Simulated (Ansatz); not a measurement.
**A relaxation, step by step**

Si$_{2}$H$_{6}$ClF, closed shell, PBE0-D4/def2-TZVP (Ansatz 0.2.0). Settings:

```yaml
hamiltonian: {xc: pbe0, dispersion: d4}
relax: {f_tol: 0.005, max_steps: 200}
```

Start, a step off a saddle point along its unstable mode:

```tsv
atom	x (Å)	y (Å)	z (Å)
Si1	-0.5631	-1.0976	-0.3406
F2	0.1653	-1.8236	1.0673
H3	0.1951	-1.9612	-1.2624
H4	-1.9388	-1.3130	0.1539
Cl5	-1.1619	0.3173	-1.8860
H6	0.3993	-0.2475	0.7133
Si7	0.6223	1.2404	0.3679
H8	1.4624	1.3551	1.5783
H9	1.4131	1.4561	-0.8626
H10	-0.5935	2.0738	0.4708
```

```json
{"step": "1", "energy less the last (meV)": "2037.7", "largest force component (eV/Å)": "1.645"}
{"step": "2", "energy less the last (meV)": "1634.5", "largest force component (eV/Å)": "1.344"}
{"step": "3", "energy less the last (meV)": "1327.4", "largest force component (eV/Å)": "0.702"}
{"step": "4", "energy less the last (meV)": "1036.2", "largest force component (eV/Å)": "0.897"}
{"step": "5", "energy less the last (meV)": "710.2", "largest force component (eV/Å)": "1.293"}
{"step": "6", "energy less the last (meV)": "420.4", "largest force component (eV/Å)": "1.475"}
{"step": "7", "energy less the last (meV)": "148.2", "largest force component (eV/Å)": "0.969"}
{"step": "8", "energy less the last (meV)": "43.8", "largest force component (eV/Å)": "0.507"}
{"step": "9", "energy less the last (meV)": "8.7", "largest force component (eV/Å)": "0.108"}
{"step": "10", "energy less the last (meV)": "6.8", "largest force component (eV/Å)": "0.219"}
{"step": "11", "energy less the last (meV)": "1.6", "largest force component (eV/Å)": "0.076"}
{"step": "12", "energy less the last (meV)": "0.3", "largest force component (eV/Å)": "0.028"}
{"step": "13", "energy less the last (meV)": "0.2", "largest force component (eV/Å)": "0.065"}
{"step": "14", "energy less the last (meV)": "0.0", "largest force component (eV/Å)": "0.010"}
{"step": "15", "energy less the last (meV)": "0.0", "largest force component (eV/Å)": "0.009"}
{"step": "16", "energy less the last (meV)": "0.0", "largest force component (eV/Å)": "0.004"}
{"step": "17", "energy less the last (meV)": "0.0", "largest force component (eV/Å)": "0.002"}
```

Step 10, positions (Å) and forces (eV/Å):

```csv
atom,x,y,z,Fx,Fy,Fz
Si1,-1.100,-2.017,-0.719,0.012,0.043,0.037
F2,-0.217,-1.936,0.607,-0.159,-0.068,-0.219
H3,-0.475,-2.957,-1.670,0.041,-0.019,0.089
H4,-2.487,-2.380,-0.365,0.067,-0.029,0.077
Cl5,-1.149,-0.180,-1.598,0.031,0.059,0.011
H6,0.972,0.488,1.215,0.005,0.006,0.003
Si7,1.084,1.891,0.749,-0.001,-0.004,0.000
H8,1.944,2.655,1.688,0.004,0.015,-0.001
H9,1.690,1.922,-0.606,0.003,-0.003,-0.001
H10,-0.263,2.513,0.700,-0.002,-0.001,0.003
```

Step 11, positions (Å) and forces (eV/Å):

```csv
atom,x,y,z,Fx,Fy,Fz
Si1,-1.104,-2.007,-0.728,0.034,0.006,0.058
F2,-0.238,-2.001,0.607,-0.058,-0.018,-0.076
H3,-0.479,-2.937,-1.687,0.013,-0.004,0.003
H4,-2.494,-2.361,-0.385,0.006,0.000,0.016
Cl5,-1.087,-0.134,-1.527,-0.007,0.000,-0.014
H6,1.009,0.498,1.267,0.004,0.020,-0.003
Si7,1.080,1.885,0.745,-0.004,-0.019,0.003
H8,1.931,2.708,1.642,0.004,0.013,0.001
H9,1.665,1.879,-0.619,0.018,-0.003,-0.003
H10,-0.283,2.470,0.686,-0.009,0.005,0.016
```

Step 13, positions (Å) and forces (eV/Å):

```json
{"atom": "Si1", "x": "-1.126", "y": "-2.036", "z": "-0.749", "Fx": "0.053", "Fy": "0.042", "Fz": "0.065"}
{"atom": "F2", "x": "-0.262", "y": "-2.026", "z": "0.587", "Fx": "-0.033", "Fy": "-0.005", "Fz": "-0.048"}
{"atom": "H3", "x": "-0.494", "y": "-2.966", "z": "-1.702", "Fx": "-0.001", "Fy": "-0.016", "Fz": "-0.014"}
{"atom": "H4", "x": "-2.514", "y": "-2.390", "z": "-0.398", "Fx": "-0.017", "Fy": "-0.011", "Fz": "-0.003"}
{"atom": "Cl5", "x": "-1.111", "y": "-0.163", "z": "-1.552", "Fx": "-0.004", "Fy": "-0.011", "Fz": "-0.001"}
{"atom": "H6", "x": "1.050", "y": "0.536", "z": "1.311", "Fx": "0.002", "Fy": "0.009", "Fz": "-0.001"}
{"atom": "Si7", "x": "1.100", "y": "1.914", "z": "0.762", "Fx": "0.002", "Fy": "-0.014", "Fz": "0.008"}
{"atom": "H8", "x": "1.948", "y": "2.765", "z": "1.637", "Fx": "-0.002", "Fy": "0.001", "Fz": "-0.004"}
{"atom": "H9", "x": "1.680", "y": "1.886", "z": "-0.604", "Fx": "0.001", "Fy": "0.002", "Fz": "-0.002"}
{"atom": "H10", "x": "-0.271", "y": "2.480", "z": "0.708", "Fx": "-0.002", "Fy": "0.003", "Fz": "0.000"}
```

Last step (17):

```csv
atom,x (Å),y (Å),z (Å)
Si1,-1.1281,-2.0335,-0.7528
F2,-0.2670,-2.0218,0.5826
H3,-0.4954,-2.9652,-1.7054
H4,-2.5168,-2.3910,-0.4070
Cl5,-1.1148,-0.1628,-1.5591
H6,1.0729,0.5444,1.3427
Si7,1.1031,1.9117,0.7680
H8,1.9480,2.7890,1.6191
H9,1.6724,1.8660,-0.6025
H10,-0.2744,2.4628,0.7145
```

The run took about 43 s on 4 CPU threads of an Arm Neoverse V2 (shared host).
